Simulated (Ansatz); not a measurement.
Reaction (ligand exchange at the Si–S bond): `C=C(N)S[SiH3]` + `O[Si](F)(Cl)O[SiH3]` → `F[Si](Cl)(O[SiH3])O[SiH3]` + `C=C(N)S`

Computed with Ansatz on PBE0-D4/def2-TZVP structures; ΔE is electronic, products minus reactants. CBS: MP2 limit from def2 TZ/QZ plus the TZ coupled-cluster correction, frozen cores. DFT in def2-TZVPP. One conformer a species, not always the lowest.

Is it downhill or uphill in electronic energy at CCSD(T)/CBS, and by how much? (Best estimate.)

Computed: Downhill: ΔE = -10.8 kcal/mol.

What do these levels give: PBE-D4, ωB97X-V, PBE, HF/def2-TZVPP, HF/def2-QZVPP, CCSD/CBS(def2)? (Best estimate.)

Ansatz gave: PBE-D4 -7.1, ωB97X-V -10.9, PBE -7.4, HF/def2-TZVPP -16.8, HF/def2-QZVPP -17.6, CCSD/CBS(def2) -11.9 kcal/mol.

Largest T1 diagnostic among the species: 0.012.

From PBE to PBE0 (25 % exact exchange), in def2-TZVPP and without D4, ΔE moves by −1.2 kcal/mol. In def2-TZVPP, CCSD(T) changes the Hartree–Fock value by +5.7 kcal/mol (the triples alone add +1.1 kcal/mol) and MP2 by +6.5 kcal/mol.
